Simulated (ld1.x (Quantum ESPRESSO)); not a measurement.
## Building the RRKJ potential for rhodium (Rh) (PBE, scalar-relativistic).

ld1.x (Quantum ESPRESSO) 7.5 input, shortened:

```
&input
   title='Rh', zed=45., rel=1, dft='PBE', iswitch=3,
   config='[Kr] 4d8 5s1 5p0'
 /
 &inputp
   pseudotype=2, tm=.false., rho0=0.02, lloc=0,
   nlcc=.true., new_core_ps=.true., rcore=0.80
 /
3
4P  2  1   6.00   0.00  1.55  1.55  0.0
4D  3  2   8.00   0.00  1.35  1.35  0.0
5S  1  0   1.00   0.00  2.20  2.20  0.0
 &test
   configts(1)='4p6 4d8 5s1 5p0'
 /
```

Estimate the cutoffs (Ry, on a coarse ladder) from which the occupation-weighted sum of valence levels, in a spherical-Bessel basis at the reference potential, stays within 10 and 1 mRy of its value at 400 Ry.

60 Ry and 110 Ry.

What does a ghost test show?

No extra level below or beside the all-electron valence levels (p, d, s, f tested).

Tests: 4p6 4d8 5s0 5p0; 4p6 4d7 5s0 5p0; 4p6 4d6 5s0 5p0; 4p6 4d8.5 5s0.5 5p0; 4p6 4d8 5s0.5 5p0; 4p6 4d7 5s2 5p0; 4p6 4d7 5s1 5p0. Which has the largest error in its energy relative to the reference configuration, and how large is it?

4p6 4d6 5s0 5p0, with -368 meV (all-electron minus pseudo) on +59.48 eV.
